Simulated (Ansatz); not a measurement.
Consider the hydrogenolysis of a Ge–C bond: `O=[CH][GeH2][SeH]` + H₂ → `[GeH3][SeH]` + `C=O`.

Computed with Ansatz on PBE0-D4/def2-TZVP structures; ΔE is electronic, products minus reactants. CCSD(T)/CBS is the MP2 limit (def2-TZVPP, def2-QZVPP) plus CCSD(T) − MP2 in def2-TZVPP, frozen cores. This one scheme is used for every species. Functionals use def2-TZVPP. B3LYP here is the variant with VWN-RPA as its local correlation; programs differ in this. For Ge, Se outer-core shells are correlated without core-valence functions, which leaves a few kJ/mol of doubt a bond. Scalar relativity is left out up to krypton. One conformer a species, not always the lowest.

CCSD(T)/CBS gives -36.9 kJ/mol.

Problem. Another level gave -25.6 kJ/mol. Which?
A. HF/def2-TZVPP
B. B3LYP/def2-TZVPP
C. MP2/def2-TZVPP
D. PBE-D4/def2-TZVPP

Solution. D. PBE-D4 -25.6, B3LYP -42.2, HF/def2-TZVPP -66.9, MP2/def2-TZVPP -34.4 kJ/mol.

Largest T1 diagnostic among the species: 0.015.

In def2-TZVPP, CCSD(T) changes the Hartree–Fock value by +27.9 kJ/mol (the triples alone add +6.3 kJ/mol) and MP2 by +32.4 kJ/mol. The D4 term adds +8.2 kJ/mol with B3LYP and +4.6 kJ/mol with PBE0; it sums over pairs of atoms, weighted by their polarisabilities, and B3LYP, whose exchange is more repulsive, gets the larger term.
